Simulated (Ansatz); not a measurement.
Geometry optimisation, Ansatz, RKS PBE0-D4/def2-SVP.

The input (input.yaml):

```yaml
crystal:
  periodic: [false, false, false]
  atoms:
    - { symbol: O, position_ang: [-0.2778, 1.5396, -1.3146] }
    - { symbol: Sn, position_ang: [0.0057, 0.3598, 0.1953] }
    - { symbol: O, position_ang: [1.9132, -0.0379, 0.2918] }
    - { symbol: Se, position_ang: [-1.2136, -1.795, -0.1579] }
    - { symbol: H, position_ang: [-1.3105, 1.6556, -1.3854] }
    - { symbol: H, position_ang: [-0.5154, 1.1393, 1.6815] }
    - { symbol: H, position_ang: [2.1635, -0.559, -0.5102] }
    - { symbol: H, position_ang: [-0.6729, -2.3595, 1.1438] }
basis:
  gaussian: { orbitals: def2-SVP }
hamiltonian:
  xc: pbe0
  dispersion: d4
relax:
  f_tol: 0.02
  max_steps: 50
```

Run as:

```bash
$ ansatz run input.yaml --threads 2 --pin off --max-ram 3072MiB --backend cpu --events-out ev --progress --plain --runs-dir out
```

Where does it end, and by what steps?

It converged. The force dipped under the threshold on the way, but the program's further checks kept it going. After 17 steps the energy has fallen by 0.289 eV; H8 moved furthest, 0.60 Å.

```
step  energy less start (eV)  largest force component (eV/Å)  accepted
   0                  0.0000                           3.358       yes
   1                 -0.2212                           1.185       yes
   2                 -0.2670                           0.511       yes
   3                 -0.2735                           0.134       yes
   4                 -0.2803                           0.219       yes
   5                 -0.2825                           0.181       yes
   6                 -0.2781                           0.675        no
   7                 -0.2865                           0.067       yes
   8                 -0.2869                           0.160       yes
   9                 -0.2874                           0.144       yes
  10                 -0.2884                           0.071       yes
  11                 -0.2883                           0.028        no
  12                 -0.2887                           0.122       yes
  13                 -0.2878                           0.312        no
  14                 -0.2891                           0.007       yes
  15                 -0.2893                           0.065       yes
  16                 -0.2893                           0.029       yes
  17                 -0.2894                           0.018       yes
```

```xyz
8
Properties=species:S:1:pos:R:3
O -0.356 1.510 -1.215
Sn 0.055 0.282 0.282
O 2.017 0.097 0.229
Se -1.180 -1.878 -0.222
H -1.258 1.399 -1.538
H -0.278 0.920 1.829
H 2.335 -0.191 -0.635
H -1.243 -2.195 1.214
```

Whether the end is a true minimum wasn't checked by a vibrational analysis.

Time of the run: 44 s on 2 threads of AMD EPYC 9R14 (Zen 4), with other jobs on the host, peak memory 0.29 GiB.
